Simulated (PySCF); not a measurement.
Phosphorus: highly charged ions in a basis for the neutral atom

P⁹⁺ [He] 2s2 2p2, P¹⁰⁺ [He] 2s2 2p1. Computed with PySCF 2.14 in cc-pVDZ-DK (4s3p1d, 18 functions), with the spin-free X2C one-electron Hamiltonian (Gaussian nucleus). No spin-orbit coupling, so a gap to NIST mixes the basis error with missing relativistic terms.

Changed run: basis of the neutral atom used for a highly charged ion. This setting is unsound on purpose.

```csv
species,method,sound run (hartree),changed run (hartree),converged
P⁹⁺,UHF,not run,-291.77508,yes
P⁹⁺,BP86,not run,-291.99292,yes
P⁹⁺,r2SCAN,not run,-291.93167,yes
P¹⁰⁺,UHF,not run,-276.11408,yes
P¹⁰⁺,BP86,not run,-276.30944,yes
P¹⁰⁺,r2SCAN,not run,-276.22274,yes
```

Ionisation energy of P⁹⁺:

```tsv
method	changed run (eV)	NIST (eV)
UHF	426.16	424.4 ± 0.09
BP86	426.77	424.4 ± 0.09
r2SCAN	427.46	424.4 ± 0.09
```

The contracted functions were made for the neutral atom and can be too rigid for a highly charged ion.
